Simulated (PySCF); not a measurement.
Computed IR spectrum (relative IR intensity) of a molecule C₇H₈O. Geometry optimised at B3LYP-D3(BJ)/def2-SVP. Other conformers were not sampled. Level of theory: B3LYP-D3(BJ)/def2-SVP (PySCF). Frequencies are harmonic and unscaled.

```tsv
ν (cm⁻¹)	relative intensity
373	71
431	6.1
526	6.6
753	5.6
820	10
846	16
863	4.3
1053	2.1
1121	12
1182	4.3
1190	100
1238	3.6
1316	65
1378	21
1452	4.9
1457	3.7
1484	8.5
1560	79
1647	12
1684	26
3022	23
3087	11
3120	8.6
3154	12
3167	7.5
3177	8.5
3201	3.2
3824	44
```

### Question
Which structure fits?
(A) C#CC(=C)C(=C)OC
(B) C#C/C=C(/C=C)OC
(C) Cc1ccc(O)cc1
(D) C=Cc1coc(C)c1

### Answer
C, Cc1ccc(O)cc1
